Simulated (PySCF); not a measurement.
**Electron correlation in Br (bromine, neutral)**

[Ar] 3d10 4s1 4p6, 2S determinant (an excited configuration). Calculation: PySCF 2.14, in def2-TZVPPD; the non-relativistic Hamiltonian (point nucleus). Frozen: [Ne]; 25 electrons correlated.

```json
{"level": "CCSD", "correlation energy (mhartree)": "-436.84"}
{"level": "(T)", "correlation energy (mhartree)": "-51.01"}
{"level": "CCSD(T)", "correlation energy (mhartree)": "-487.85"}
```

Diagnostics: T1 = 0.013, D1 = 0.0464, largest double amplitude 0.228.

A double-excitation amplitude exceeds 0.15, a sign of near-degeneracy.

Cost of the coupled-cluster step: roughly 29 core-seconds, for 25 correlated electrons.

Iterations:

```
CC2 = 0
CCSD nocc = (np.int64(13), np.int64(12)), nmo = (52, 52)
frozen orbitals [[0, 1, 2, 3, 4], [0, 1, 2, 3, 4]]
max_cycle = 100
direct = 0
conv_tol = 1e-08
conv_tol_normt = 1e-06
diis_space = 8
diis_start_cycle = 0
Init t2, MP2 energy = -0.387181911068728
Init E_corr(UCCSD) = -0.387181911070512
cycle = 1  E_corr(UCCSD) = -0.392717312427838  dE = -0.00553540136  norm(t1,t2) = 0.151456
cycle = 2  E_corr(UCCSD) = -0.413020644945628  dE = -0.0203033325  norm(t1,t2) = 0.107023
cycle = 3  E_corr(UCCSD) = -0.434507753056668  dE = -0.0214871081  norm(t1,t2) = 0.075626
cycle = 4  E_corr(UCCSD) = -0.436122420539984  dE = -0.00161466748  norm(t1,t2) = 0.0205141
cycle = 5  E_corr(UCCSD) = -0.436218315254143  dE = -9.58947142e-05  norm(t1,t2) = 0.0144059
cycle = 6  E_corr(UCCSD) = -0.437157952743976  dE = -0.00093963749  norm(t1,t2) = 0.00678079
cycle = 7  E_corr(UCCSD) = -0.436119065110642  dE = 0.00103888763  norm(t1,t2) = 0.00473267
cycle = 8  E_corr(UCCSD) = -0.436926963358456  dE = -0.000807898248  norm(t1,t2) = 0.00332121
cycle = 9  E_corr(UCCSD) = -0.436837119842379  dE = 8.98435161e-05  norm(t1,t2) = 0.000596034
cycle = 10  E_corr(UCCSD) = -0.436833993107589  dE = 3.12673479e-06  norm(t1,t2) = 0.000103401
cycle = 11  E_corr(UCCSD) = -0.436841469802294  dE = -7.47669471e-06  norm(t1,t2) = 3.58269e-05
cycle = 12  E_corr(UCCSD) = -0.436840739652312  dE = 7.30149982e-07  norm(t1,t2) = 5.13898e-06
cycle = 13  E_corr(UCCSD) = -0.436841247498065  dE = -5.07845754e-07  norm(t1,t2) = 1.71829e-06
cycle = 14  E_corr(UCCSD) = -0.436841144601019  dE = 1.02897047e-07  norm(t1,t2) = 4.13346e-07
cycle = 15  E_corr(UCCSD) = -0.436841163496321  dE = -1.88953023e-08  norm(t1,t2) = 1.50769e-07
cycle = 16  E_corr(UCCSD) = -0.436841165837366  dE = -2.34104547e-09  norm(t1,t2) = 4.19421e-08
UCCSD converged
E(UCCSD) = -2572.305893664832  E_corr = -0.4368411658373664
UCCSD(T) correction = -0.0510071325052864
```

This basis was not built for core-valence correlation, so the inner-shell part is incomplete.
